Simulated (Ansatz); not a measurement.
Results of the Gaussian-basis code of Ansatz.

`COB(O)OC` at its PBE0-D4/def2-TZVP geometry, where that method's forces vanish. Total charge 0; spin multiplicity 1.

```
atom   x (Å)   y (Å)   z (Å)
  C1   1.497   1.261   0.782
  O2   0.712   0.166   0.358
  B3  -0.495   0.379  -0.233
  O4  -0.960   1.651  -0.422
  O5  -1.253  -0.678  -0.643
  C6  -0.790  -2.000  -0.456
  H7   0.975   1.853   1.539
  H8   1.749   1.916  -0.055
  H9   2.415   0.861   1.212
 H10  -1.820   1.651  -0.848
 H11  -1.544  -2.673  -0.863
 H12   0.157  -2.165  -0.976
 H13  -0.645  -2.222   0.604
```

(1) For each bond, give half the difference of the two atoms' forces along it (eV/Å; positive pushes the atoms apart) under PBE-D4, r2SCAN-D4, B3LYP-D4, ωB97M-V in def2-TZVPP. (Estimate.)

Results:

(1) The calculation gave: 
```
  bond  length (Å)  PBE-D4  r2SCAN-D4  B3LYP-D4  ωB97M-V
 C1–O2       1.413    0.23       0.30      0.30     0.25
 C1–H7       1.093    0.08      -0.06     -0.09    -0.11
 C1–H8       1.093    0.08      -0.06     -0.08    -0.11
 C1–H9       1.090    0.07      -0.07     -0.12    -0.10
 O2–B3       1.360    0.16       0.01     -0.01     0.02
 B3–O4       1.368    0.19       0.08      0.09     0.12
 B3–O5       1.364    0.13       0.00     -0.05     0.01
O4–H10       0.960    0.35       0.01     -0.02    -0.07
 O5–C6       1.412    0.23       0.29      0.31     0.24
C6–H11       1.090    0.07      -0.07     -0.12    -0.10
C6–H12       1.093    0.08      -0.06     -0.09    -0.11
C6–H13       1.093    0.08      -0.06     -0.09    -0.11
```

B3LYP here is the variant with VWN-RPA as its local correlation; programs differ in this.
